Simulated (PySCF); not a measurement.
**Spinor energies of K¹⁵⁺ (potassium, charge +15)**

Start: [He] 2s2. Calculated with PySCF 2.14 in an uncontracted even-tempered set (17 s from 3 bohr⁻², ratio 2.4; 11 p from 3.9 bohr⁻², ratio 2.4; 5 d from 13 bohr⁻², ratio 2.6; 4 f from 19 bohr⁻², ratio 2.6): generalised Hartree-Fock with the X2C-1e Hamiltonian and a Gaussian nucleus; one run each with spin-orbit coupling (SO) switched off, then screened by Boettger's factors.

```tsv
spinor shell	electrons	ε, spin-free (eV)	ε, screened SO (eV)	weight of nominal j (screened SO)	rms radius, screened SO (bohr)
1s1/2	2	-4422.3	-4422.3	1.000	0.0926
2s1/2	2	-962.40	-962.40	1.000	0.369
```

```csv
quantity,spin-free,screened SO
E (hartree),-424.23884,-424.23884
M_J,0,0
⟨J²⟩,0.000,0.000
⟨L²⟩,0.000,0.000
⟨S²⟩,0.000,0.000
```

Without spin-orbit coupling the j labels of p, d and f shells carry no meaning; the spin-free column gives the mean over the occupied spinors of each nl shell.
